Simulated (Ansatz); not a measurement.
System: ScBr, net charge 0, singlet state. 
Geometry from a B3LYP-D3(BJ)/def2-TZVP (Ansatz, a first-principles code) optimisation:
SMILES: [Br][Sc]
```xyz
2

Sc     0.0000     0.0000    -1.4938
Br     0.0000     0.0000     0.8963
```
Charge 0, spin multiplicity 1.

Wanted: atomisation energy (electronic, to ground-state atoms), in eV. Correlated levels leave the core frozen unless marked. Open shells are spin-unrestricted. Spin-orbit coupling is left out. The frozen core is the preceding noble-gas configuration, with the filled d and f shells of earlier blocks. No relativistic terms. 

```csv
level,program,atomisation energy (eV),rough core time
PBE/def2-TZVPD,Ansatz,4.15,under 20 s
HSE06/def2-TZVPD,Ansatz,3.87,under 20 s
B2GP-PLYP/def2-TZVPD,Ansatz,3.66,under 20 s
B2PLYP/def2-TZVPD,Ansatz,3.71,under 20 s
MP2/6-31G,Ansatz,3.10,-
RI-MP2/def2-TZVPP,Ansatz,3.89,under 20 s
CCSD/def2-SVP,Ansatz,3.38,-
CCSD(T)/def2-SVPD,Ansatz,3.59,under 20 s
CCSD(T)/def2-QZVPP,Ansatz,3.85,27 s
```

Core times are rough, on shared machines, summed over the molecules involved; a dash marks a level read off another run, or run on other hardware, by another program or under a memory cap.

The Hartree-Fock reference is unstable (checked in the largest basis), which strains HF and MP2.
